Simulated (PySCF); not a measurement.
Compound: C₆H₁₂NOPSi.
SMILES with atom numbers: `[CH3:1][C:2]1=[CH:3][P@:4](=[NH:5])([CH2:6][OH:7])[CH:8]=[C:9]1[SiH3:10]`

NICS is the negative of the GIAO shielding at a point without a nucleus: at the ring centre (0) and 1 Å above and below it (1); zz is the component along the ring normal. Level: GIAO PBE0/pcSseg-1 (PySCF, non-relativistic, gas phase) on the GFN2-xTB geometry, one conformer.

Ring bond lengths (Å), with Mayer bond orders in brackets: C2–C3 1.341 (1.78), C3–P4 1.813 (0.85), P4–C8 1.819 (0.81), C8–C9 1.343 (1.77), C9–C2 1.473 (0.98).

**Question.** What do the NICS probes read (ppm)?

**Answer.** 
```csv
ring,type,NICS(0),"NICS(1), two faces","NICS(1)zz, two faces",rms pucker (Å),"centre to ring atoms, mean (Å)"
C2–C3–P4–C8–C9,"5-membered ring with P; formal bonds 2 double, 3 single",0.8,-2.8 / -2.0,1.3 / 1.0,0.01,1.32
```

**Question.** What can be read from them?

**Answer.** 
- C2–C3–P4–C8–C9: mean NICS(1)zz 1.2 ppm, near zero. P4 has four or more neighbours; no verdict on aromaticity is drawn.

**Question.** What field does 7.05 T along the ring normal induce along that normal at the first NICS(1) probe listed for ring C2–C3–P4–C8–C9, 1 Å off the ring?

**Answer.** NICSzz × B0 = 1.3 ppm × 7.05 T = 9 μT, along the applied field.

**Question.** List the ring angles and the Hirshfeld charges of the ring atoms.

**Answer.** 
- C2–C3–P4–C8–C9: C2 114.8° (+0.018 e), C3 110.5° (-0.120 e), P4 90.2° (+0.378 e), C8 111.0° (-0.092 e), C9 113.5° (-0.087 e); sum 540.0° against 540° for a flat convex ring.

**Question.** What are the shieldings of the ring atoms and their hydrogens in the same run (means over atoms taken as equivalent)?

**Answer.** 
| atoms | environment | σ isotropic (ppm) | principal values of the symmetric part, first atom (ppm) |
| --- | --- | --- | --- |
| C2 | fully substituted alkene carbon | 24.7 | -95.8, 24.5, 145.4 |
| C3 | alkene CH carbon | 56.1 | -35.2, 62.6, 141.0 |
| P4 | phosphorus bonded to 3 C and N | 300.4 | 204.5, 294.7, 402.0 |
| C8 | alkene CH carbon | 28.1 | -85.1, 31.0, 138.3 |
| C9 | fully substituted alkene carbon | 32.6 | -82.1, 24.0, 156.0 |
| H on C3 | vinylic hydrogen | 25.99 | 23.8, 26.0, 28.2 |
| H on C8 | vinylic hydrogen | 24.71 | 20.8, 24.8, 28.5 |

The values belong to the conformer `[CH3:1][C:2]1=[CH:3][P@:4](=[NH:5])([CH2:6][OH:7])[CH:8]=[C:9]1[SiH3:10]`: C3–P4–C6–O7 172°, H–O7–C6–P4 -37°.
